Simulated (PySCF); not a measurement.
Trend along group 13: MCl anions

CCSD(T) with triple-zeta basis sets in PySCF, for the lowest determinant that a PBE0 search found; no spin–orbit coupling. De refers to high-spin ground-configuration atoms (the charge goes to the atom of lower measured ionisation energy or higher electron affinity, which is not always the lowest computed limit).

```
 M        basis  reference, frozen orbitals  charged atom  state (unpaired electrons)  Re (Å)  ωe (cm⁻¹)  De (eV)
 B  def2-TZVPPD                      UHF, 6           Cl−               doublet (π ↑)   1.911        495     1.46
Ga  def2-TZVPPD                     UHF, 14           Cl−               doublet (π ↑)   2.402        246     1.35
In  def2-TZVPPD                      UHF, 9           Cl−               doublet (π ↑)   2.587        217     1.33
```

Q: The row for M = Al is missing. Estimate Re, ωe and De as the mean of the rows for B and Ga, and compare with the calculation.

A: The means are 2.157 Å, 370 cm⁻¹ and 1.41 eV. UHF-CCSD(T) in def2-TZVPPD gives AlCl⁻ as a doublet (π ↑) with Re = 2.310 Å, ωe = 331 cm⁻¹, De = 1.63 eV, so the estimate is off by -15.4 pm, +12 % and -0.23 eV.

Correlated steps freeze the inner cores (6 to 14 orbitals); shallow outer-core shells are correlated. Spin–orbit coupling is left out, which matters for elements this heavy, above all for dissociation energies. For an ion De counts to the pair picked by the measured ionisation energies or electron affinities, which need not be the lowest pair at this level. States were picked by a PBE0 search and need not be the measured ground states.
